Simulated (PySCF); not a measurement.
Computed IR spectrum (relative IR intensity) of a molecule F2H6Si3. The structure is a stationary point at PBE-D3(BJ)/def2-SVP. One conformer was computed; it need not be the lowest. Method: PBE-D3(BJ)/def2-SVP (PySCF). Frequencies are harmonic and unscaled.

```json
[
 {"ν (cm⁻¹)": "198", "relative intensity": "10"},
 {"ν (cm⁻¹)": "261", "relative intensity": "4.3"},
 {"ν (cm⁻¹)": "367", "relative intensity": "3.2"},
 {"ν (cm⁻¹)": "508", "relative intensity": "8.8"},
 {"ν (cm⁻¹)": "513", "relative intensity": "3.5"},
 {"ν (cm⁻¹)": "548", "relative intensity": "42"},
 {"ν (cm⁻¹)": "802", "relative intensity": "52"},
 {"ν (cm⁻¹)": "813", "relative intensity": "100"},
 {"ν (cm⁻¹)": "895", "relative intensity": "6.7"},
 {"ν (cm⁻¹)": "899", "relative intensity": "21"},
 {"ν (cm⁻¹)": "908", "relative intensity": "43"},
 {"ν (cm⁻¹)": "2153", "relative intensity": "20"},
 {"ν (cm⁻¹)": "2157", "relative intensity": "6.9"},
 {"ν (cm⁻¹)": "2173", "relative intensity": "46"},
 {"ν (cm⁻¹)": "2176", "relative intensity": "46"}
]
```

Identify the compound among the candidates.
A) F[SiH2][SiH2][SiH2]F
B) F[SiH](F)[SiH2][SiH3]
C) F[SiH2][Si@H](F)[SiH3]
D) F[Si](F)([SiH3])[SiH3]

D, F[Si](F)([SiH3])[SiH3]
